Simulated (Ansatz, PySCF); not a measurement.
Species: SbF2 (charge 0, doublet). It need not be the lowest isomer of its formula. SMILES: [Sb]([F])[F]
Structure (B3LYP-D3(BJ)/def2-TZVP (Ansatz, a quantum-chemistry and plane-wave program) minimum search):
```
Sb
F 1 1.9207
F 1 1.9207 2 95.32
```
Charge 0, spin multiplicity 2.

Property: vertical electron affinity (to the singlet state of charge -1; a negative value means that the extra electron is unbound and the number depends on the basis; each state is the SCF solution reached for its spin), in eV. Valence correlation only, unless marked. UHF or UKS for open shells. No spin-orbit coupling. Frozen are the shells of the preceding noble gas and the d and f shells that filled before the atom's block. Past Kr the def2 sets carry scalar-relativistic core potentials. Anions need diffuse functions: def2-D sets add few. Basis-set limits of correlation are two-point, X^-3; Hartree-Fock from the larger set. The bracket is a focal-point correction in the basis named.

```csv
level,program,vertical electron affinity (eV)
HF/def2-SVPD,Ansatz,0.35
SVWN5/def2-TZVPD,Ansatz,1.31
r2SCAN/def2-TZVPD,Ansatz,1.05
B3LYP/def2-TZVPD,Ansatz,1.23
BHLYP/def2-TZVPD,Ansatz,1.17
M06-2X/def2-TZVPD,PySCF,1.07
CAM-B3LYP/def2-TZVPD,Ansatz,1.26
wB97X/def2-TZVPD,Ansatz,1.26
B2PLYP/def2-TZVPD,Ansatz,1.11
MP2/def2-SVPD,Ansatz,0.79
MP2/def2-TZVPPD,Ansatz,1.01
"RI-MP2/CBS(def2-TZVPPD,def2-QZVPPD)",Ansatz,1.17
CCSD/def2-TZVPPD,Ansatz,1.11
"RI-MP2/CBS(def2-TZVPPD,def2-QZVPPD)+[CCSD(T)-MP2]/def2-SVPD",Ansatz,1.28
"RI-MP2/CBS(def2-TZVPPD,def2-QZVPPD)+[CCSD(T)-MP2]/def2-TZVPPD",Ansatz,1.29
```
